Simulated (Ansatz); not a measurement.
A structure relaxed at PBE-D4/def2-TZVPD in Ansatz, charge -1, singlet:

```xyz
5

Ga    0.170    0.126   -0.034
Cl   -1.683   -1.247    0.331
H     1.211   -0.783   -0.865
H     0.697    0.522    1.439
H    -0.396    1.382   -0.872
```

**Question.** Give its formula, name or SMILES and point group.

**Answer.** [GaClH3]- (GaH₃Cl⁻). Point group C3v (tolerance 0.1 Å).

**Question.** Summarise the bond lengths by kind (pairs closer than 1.2 times the sum of covalent radii, bridged metal pairs left out).

**Answer.** 1 × Cl–Ga 2.34 Å; 3 × Ga–H 1.61 Å.
